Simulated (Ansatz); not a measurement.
`C[O][Ga]([Br])[O][SiH3]` → `[SiH3][O][GaH][Br]` + `C=O`  (β-hydride elimination)

Computed with Ansatz on PBE0-D4/def2-TZVP structures; ΔE is electronic, products minus reactants. CCSD(T)/CBS is the MP2 limit (def2-TZVPP, def2-QZVPP) plus CCSD(T) − MP2 in def2-TZVPP, frozen cores. This one scheme is used for every species. Functionals use def2-TZVPP. For Br, Ga outer-core shells are correlated without core-valence functions, which leaves a few kJ/mol of doubt a bond. Scalar relativity is left out up to krypton. One conformer a species, not always the lowest.

CCSD(T)/CBS gives +152.3 kJ/mol.

Another level gave +129.3 kJ/mol. Which?
A. MP2/def2-TZVPP
B. RPA@PBE/def2-TZVPP
C. LDA (SPW92)/def2-TZVPP
D. BLYP-D4/def2-TZVPP

D. BLYP-D4 129.3, RPA@PBE/def2-TZVPP 138.0, MP2/def2-TZVPP 160.1, LDA (SPW92) 179.3 kJ/mol.

Largest T1 diagnostic among the species: 0.015.

The D4 term adds +12.2 kJ/mol with B3LYP and +6.9 kJ/mol with PBE0; it sums over pairs of atoms, weighted by their polarisabilities, and B3LYP, whose exchange is more repulsive, gets the larger term. In def2-TZVPP, CCSD(T) changes the Hartree–Fock value by +23.8 kJ/mol (the triples alone add +0.8 kJ/mol) and MP2 by +33.6 kJ/mol. Leaving LDA and LC-ωPBE aside and taking each functional with its dispersion term where it has one, the values, not all of them listed here, spread over 32.8 kJ/mol, from BLYP-D4 to PBE-QIDH. LDA lies +43.3 kJ/mol from PBE without D4.

B3LYP here is the variant with VWN-RPA as its local correlation; programs differ in this.
